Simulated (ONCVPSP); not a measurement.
# Before and after: ONCV potential for caesium (Cs)

ONCVPSP 4.0.1 input, shortened (lines: element, Z, core and valence counts, functional; n l f; lmax; l rc ep ncon nbas qcut; lloc lpopt rc5 dvloc0; l nproj debl; icmod fcfact rcfact), PBE, fully relativistic:

```
  Cs 55.00    9    3        4      upf
    1    0    2.00
    2    0    2.00
    2    1    6.00
    3    0    2.00
    3    1    6.00
    3    2   10.00
    4    0    2.00
    4    1    6.00
    4    2   10.00
    5    0    2.00
    5    1    6.00
    6    0    1.00
    2
    0    2.55    0.00    4    7    3.70
    1    3.05    0.00    3    6    3.70
    2    2.55    0.11    4    9    4.10
    2    5    2.55    0.00
    0    3    3.50
    1    1    0.80
    2    0    2.10
    1    0.70    0.00
```

Open shells are filled in proportion to 2j + 1.

In the d channel the program set the typed energies aside and used 0.050 Ha (j = l + 1/2; the other j can differ).

Change: p: qcut 2.3.

Cutoffs: the cutoffs (Ha) at which the residual kinetic energy of the hardest occupied pseudo-wave falls to 1 and 0.1 mHa per electron; they do not see the model core or the augmentation charge, which bear on the density cutoff. Errors are all-electron minus pseudo energies relative to the spin-unpolarised reference configuration.

Q: What does the change do?

A: The potential gets harder (5.9 Ha and 13 Ha → 9.5 Ha and 15 Ha); of the 4 tests that both files solve, the error grows in 2 and shrinks in 1 by more than 15 % and 0.3 meV (median size 1.5 → 5.2 meV); neither file shows a bound ghost.

| quantity | base | changed |
| --- | --- | --- |
| cutoff, loose | 5.9 Ha | 9.5 Ha |
| cutoff, tight | 13 Ha | 15 Ha |
| loose cutoff by channel | s 5.9 Ha, p 4.2 Ha | s 5.9 Ha, p 9.5 Ha |
| bound ghosts | none | none |
| GHOST(+) flags under 300 eV | s at 189.6 eV | s at 189.6 eV |
| error for 5s2 5p6 6s0, meV [ΔE 3.86 eV] | 0.0 | -0.6 |
| error for 5s2 5p6 6s0.5, meV [ΔE 1.47 eV] | 0.0 | -0.1 |
| error for 5s2 5p6 6s0 6p1, meV [ΔE 1.37 eV] | +21 | +9.9 |
| error for 5s2 5p5 6s1, meV [ΔE 17.91 eV] | -3.0 | +35 |
| s: phases at 2.58 bohr within 0.05 rad from the reference energy up to (Ha; the scan ends near 5) | to the end of the scan | to the end of the scan |
| p3/2: phases at 3.09 bohr within 0.05 rad from the reference energy up to (Ha; the scan ends near 5) | 0.2 | 0.2 |
| p1/2: phases at 3.09 bohr within 0.05 rad from the reference energy up to (Ha; the scan ends near 5) | 0.2 | 0.4 |
| d5/2: phases at 2.58 bohr within 0.05 rad from the reference energy up to (Ha; the scan ends near 5) | 1.8 | 1.8 |
| d3/2: phases at 2.58 bohr within 0.05 rad from the reference energy up to (Ha; the scan ends near 5) | 1.9 | 1.9 |
| rms error of d²Exc/dni dnj with the model core, mHa | 1.98 | 2.01 |

Base: The cutoffs count occupied waves only; projector 3 of the s channel, the hardest unoccupied one, needs 26 Ha at the loose tolerance. These tests converged, but a pseudo level misses the all-electron one widely, so the file describes the atom poorly there or has found another state: 5s2 5p6 6s0 6p1: empty 6s by 2.9 eV. Changed file: The cutoffs count occupied waves only; projector 3 of the s channel, the hardest unoccupied one, needs 26 Ha at the loose tolerance. These tests converged, but a pseudo level misses the all-electron one widely, so the file describes the atom poorly there or has found another state: 5s2 5p6 6s0 6p1: empty 6s by 2.9 eV.
